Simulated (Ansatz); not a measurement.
Species: KF (charge +1, doublet). 
Coordinates optimised at B3LYP-D3(BJ)/def2-TZVP (Ansatz, an electronic-structure program):
```
K
F 1 3.0042
```
Charge +1, spin multiplicity 2.

Problem. Give the harmonic wavenumbers at B3LYP-D3(BJ)/def2-TZVP (Ansatz, finite differences of forces, unscaled).

Solution. 82 cm⁻¹. Zero-point energy 0.1 kcal/mol.

Problem. From these and the geometry, give the ideal-gas thermochemistry at 298.15 K and 1 atm (rigid rotor, harmonic oscillator).

Solution. Point group C∞v, rotational symmetry number 1. Rotational constants 4.38, 4.38 GHz. S(trans) 38.10, S(rot) 16.41, S(vib) 3.85, S(elec, spin only) 1.38, S 59.7 cal/(mol K). H(298) - H(0) 2.56 kcal/mol; G - E(el) -15.1 kcal/mol.
